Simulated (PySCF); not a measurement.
C2H7Sb. Atoms are numbered in the order given.

```xyz
10

Sb    -0.0004    -0.6679     0.0000
H     -1.1765    -0.3762    -1.2306
H     -1.1765    -0.3762     1.2306
C      0.6953     1.4279     0.0000
C     -0.4028     2.4852     0.0000
H      1.3470     1.5209    -0.8840
H      1.3470     1.5209     0.8840
H     -1.0496     2.3960     0.8871
H     -1.0496     2.3960    -0.8871
H      0.0236     3.5042     0.0000
```

Geometry optimised at B3LYP-D3(BJ)/def2-SVP. The def2 effective core potentials stand for the cores of Sb; spin–orbit coupling is left out.

All values below come from CAM-B3LYP/def2-TZVPD (PySCF).

Symmetry labels are those of the subgroup Cs that the program uses (full group Cs).

Computed valence orbital energies around the gap with their symmetry:
```json
[
 {"orbital": "HOMO−7", "symmetry": "A'", "energy (eV)": "-16.90"},
 {"orbital": "HOMO−6", "symmetry": "A\"", "energy (eV)": "-14.02"},
 {"orbital": "HOMO−5", "symmetry": "A'", "energy (eV)": "-13.05"},
 {"orbital": "HOMO−4", "symmetry": "A'", "energy (eV)": "-12.09"},
 {"orbital": "HOMO−3", "symmetry": "A\"", "energy (eV)": "-11.35"},
 {"orbital": "HOMO−2", "symmetry": "A\"", "energy (eV)": "-10.48"},
 {"orbital": "HOMO−1", "symmetry": "A'", "energy (eV)": "-9.66"},
 {"orbital": "HOMO", "symmetry": "A'", "energy (eV)": "-8.19"},
 {"orbital": "LUMO", "symmetry": "A'", "energy (eV)": "0.38"},
 {"orbital": "LUMO+1", "symmetry": "A'", "energy (eV)": "0.86"},
 {"orbital": "LUMO+2", "symmetry": "A\"", "energy (eV)": "0.90"},
 {"orbital": "LUMO+3", "symmetry": "A'", "energy (eV)": "1.42"}
]
```
